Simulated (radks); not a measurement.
All-electron atom: Eu55+ in [He] 2s2 2p4 (the NIST ground configuration).

Method: scalar-relativistic Kohn-Sham, BLYP, spin-polarised, spherical densities, finite nucleus; open shells are filled with parallel spins first (spin-orbit coupling, left out, can overturn this in heavy ions); Fermi nuclear charge, rms radius 5.1115 fm; computed with a radial shooting solver on a logarithmic mesh with Libxc functionals.

Energy parts (Ry):
part                       energy
total                 -13887.8159
kinetic                15247.6946
electron-nucleus      -29858.5952
Hartree                  909.1962
exchange-correlation    -186.1114

Orbitals (lengths in bohr, moments of r in powers of bohr; <r^-3> diverges for s and p1/2):
orbital  occ.  eigenvalue (Ry)  <r^-3>      <r>  <1/r>
1s up       1        -3914.677       -  0.02228  70.30
1s down     1        -3912.680       -  0.02227  70.33
2s up       1        -906.6152       -  0.09236  16.81
2s down     1        -903.3928       -  0.09249  16.77
2p up       3        -849.5467   11570  0.08086  15.70
2p down     1        -845.7181   11540  0.08101  15.68

The highest occupied level is 2p down at -11506.6 eV. The density falls to 0.001 e/bohr^3 at r = 0.36 bohr.
